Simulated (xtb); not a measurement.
xtb input (GFN2-xTB):

```bash
xtb mol.xyz --gfn 2 --sp --chrg 0 --uhf 0
```
mol.xyz:
```
3

Se     0.02554170    -0.01119159     0.97920612
Br     0.80545441    -1.62795802    -0.51561601
Br    -0.83026635     1.63882986    -0.43561279
```

Output:

```
           -------------------------------------------------
          |                Calculation Setup                |
           -------------------------------------------------

           -------------------------------------------------
          |                 G F N 2 - x T B                 |
           -------------------------------------------------

        Reference                      10.1021/acs.jctc.8b01176
      * Hamiltonian:
        H0-scaling (s, p, d)           1.850000    2.230000    2.230000
        zeta-weighting                 0.500000
      * Dispersion:
        s8                             2.700000
        a1                             0.520000
        a2                             5.000000
        s9                             5.000000
      * Repulsion:
        kExp                           1.500000    1.000000
        rExp                           1.000000
      * Coulomb:
        alpha                          2.000000
        third order                    shell-resolved
        anisotropic                    true
        a3                             3.000000
        a5                             4.000000
        cn-shift                       1.200000
        cn-exp                         4.000000
        max-rad                        5.000000

          ...................................................
          :                      SETUP                      :
          :.................................................:
          :  # basis functions                  30          :
          :  # atomic orbitals                  27          :
          :  # shells                            9          :
          :  # electrons                        20          :
          :  max. iterations                   250          :
          :  Hamiltonian                  GFN2-xTB          :
          :  restarted?                      false          :
          :  GBSA solvation                  false          :
          :  PC potential                    false          :
          :  electronic temp.          300.0000000     K    :
          :  accuracy                    1.0000000          :
          :  -> integral cutoff          0.2500000E+02      :
          :  -> integral neglect         0.1000000E-07      :
          :  -> SCF convergence          0.1000000E-05 Eh   :
          :  -> wf. convergence          0.1000000E-03 e    :
          :  Broyden damping             0.4000000          :
          :  net charge                          0          :
          :  unpaired electrons                  0          :
          ...................................................

 iter      E             dE          RMSdq      gap      omega  full diag
   1    -11.3905465 -0.113905E+02  0.131E+01    2.57       0.0  T
   2    -11.3999006 -0.935409E-02  0.591E+00    2.58       1.0  T
   3    -11.4015179 -0.161728E-02  0.208E+00    2.48       1.0  T
   4    -11.4021744 -0.656489E-03  0.142E+00    2.46       1.0  T
   5    -11.4029533 -0.778905E-03  0.705E-01    2.43       1.0  T
   6    -11.4031494 -0.196129E-03  0.387E-01    2.42       1.0  T
   7    -11.4031893 -0.398661E-04  0.130E-01    2.41       1.0  T
   8    -11.4031950 -0.575657E-05  0.201E-02    2.41       2.9  T
   9    -11.4031950  0.435281E-08  0.157E-02    2.41       3.7  T
  10    -11.4031951 -0.824904E-07  0.301E-03    2.41      19.2  T
  11    -11.4031951 -0.158957E-08  0.685E-04    2.41      84.2  T
  12    -11.4031951 -0.231797E-10  0.447E-04    2.41     129.1  T

   *** convergence criteria satisfied after 12 iterations ***

         #    Occupation            Energy/Eh            Energy/eV
      -------------------------------------------------------------
         1        2.0000           -0.8749732             -23.8092
       ...           ...                  ...                  ...
         4        2.0000           -0.5253510             -14.2955
         5        2.0000           -0.5096535             -13.8684
         6        2.0000           -0.4808604             -13.0849
         7        2.0000           -0.4636349             -12.6161
         8        2.0000           -0.4607363             -12.5373
         9        2.0000           -0.4581236             -12.4662
        10        2.0000           -0.4142883             -11.2734 (HOMO)
        11                         -0.3256876              -8.8624 (LUMO)
        12                         -0.3215424              -8.7496
        13                         -0.0247648              -0.6739
        14                         -0.0229850              -0.6255
        15                         -0.0167729              -0.4564
       ...                                ...                  ...
        27                          0.9731296              26.4802
      -------------------------------------------------------------
                  HL-Gap            0.0886007 Eh            2.4109 eV
             Fermi-level           -0.3699879 Eh          -10.0679 eV

 SCC (total)                   0 d,  0 h,  0 min,  0.003 sec
 SCC setup                      ...        0 min,  0.000 sec (  2.070%)
 Dispersion                     ...        0 min,  0.000 sec (  0.737%)
 classical contributions        ...        0 min,  0.000 sec (  0.344%)
 integral evaluation            ...        0 min,  0.001 sec ( 19.591%)
 iterations                     ...        0 min,  0.002 sec ( 51.701%)
 molecular gradient             ...        0 min,  0.001 sec ( 23.393%)
 printout                       ...        0 min,  0.000 sec (  1.948%)

         :::::::::::::::::::::::::::::::::::::::::::::::::::::
         ::                     SUMMARY                     ::
         :::::::::::::::::::::::::::::::::::::::::::::::::::::
         :: total energy             -11.399850206882 Eh    ::
         :: gradient norm              0.014457349272 Eh/a0 ::
         :: HOMO-LUMO gap              2.410949119925 eV    ::
         ::.................................................::
         :: SCC energy               -11.403195053159 Eh    ::
         :: -> isotropic ES            0.002375143069 Eh    ::
         :: -> anisotropic ES          0.002687338982 Eh    ::
         :: -> anisotropic XC         -0.008627376785 Eh    ::
         :: -> dispersion             -0.002902572400 Eh    ::
         :: repulsion energy           0.003344846277 Eh    ::
         :: add. restraining           0.000000000000 Eh    ::
         :: total charge              -0.000000000000 e     ::
         :::::::::::::::::::::::::::::::::::::::::::::::::::::

           -------------------------------------------------
          |                Property Printout                |
           -------------------------------------------------

    * Orbital Energies and Occupations

         #    Occupation            Energy/Eh            Energy/eV
      -------------------------------------------------------------
         1        2.0000           -0.8749732             -23.8092
         2        2.0000           -0.8700106             -23.6742
         3        2.0000           -0.7876856             -21.4340
         4        2.0000           -0.5253510             -14.2955
         5        2.0000           -0.5096535             -13.8684
         6        2.0000           -0.4808604             -13.0849
         7        2.0000           -0.4636349             -12.6161
         8        2.0000           -0.4607363             -12.5373
         9        2.0000           -0.4581236             -12.4662
        10        2.0000           -0.4142883             -11.2734 (HOMO)
        11                         -0.3256876              -8.8624 (LUMO)
        12                         -0.3215424              -8.7496
Note: The following floating-point exceptions are signalling: IEEE_DENORMAL
normal termination of xtb
        13                         -0.0247648              -0.6739
        14                         -0.0229850              -0.6255
        15                         -0.0167729              -0.4564
        16                         -0.0120702              -0.3284
        17                          0.0014375               0.0391
        18                          0.0017179               0.0467
        19                          0.0028197               0.0767
        20                          0.0063715               0.1734
        21                          0.0325596               0.8860
       ...                                ...                  ...
        27                          0.9731296              26.4802
      -------------------------------------------------------------
                  HL-Gap            0.0886007 Eh            2.4109 eV
             Fermi-level           -0.3699879 Eh          -10.0679 eV

     #   Z          covCN         q      C6AA      α(0)
     1  34 Se       1.824     0.099   232.377    26.563
     2  35 Br       0.928    -0.050   186.293    22.007
     3  35 Br       0.928    -0.050   186.293    22.007

 Mol. C6AA /au·bohr⁶  :       1807.777697
 Mol. C8AA /au·bohr⁸  :     119337.120778
 Mol. α(0) /au        :         70.576683

Wiberg/Mayer (AO) data.
largest (>0.10) Wiberg bond orders for each atom

 ---------------------------------------------------------------------------
     #   Z sym  total        # sym  WBO       # sym  WBO       # sym  WBO
 ---------------------------------------------------------------------------
     1  34 Se   2.581 --     2 Br   1.291     3 Br   1.291
     2  35 Br   1.358 --     1 Se   1.291
     3  35 Br   1.358 --     1 Se   1.291
 ---------------------------------------------------------------------------

Topologies differ in total number of bonds
Writing topology from bond orders to xtbtopo.mol

molecular dipole:
                 x           y           z       tot (Debye)
 q only:        0.007      -0.003       0.273
   full:        0.036      -0.016       1.374       3.494
molecular quadrupole (traceless):
                xx          xy          yy          xz          yz          zz
 q only:        0.106       0.709      -0.956       0.028      -0.039       0.850
  q+dip:        2.582       5.999      -6.393       0.101      -0.273       3.811
   full:        1.359       4.789      -5.808       0.135      -0.242       4.448

           -------------------------------------------------
          | TOTAL ENERGY              -11.399850206882 Eh   |
          | GRADIENT NORM               0.014457349272 Eh/α |
          | HOMO-LUMO GAP               2.410949119925 eV   |
           -------------------------------------------------

------------------------------------------------------------------------
------------------------------------------------------------------------
 total:
 SCF:
```
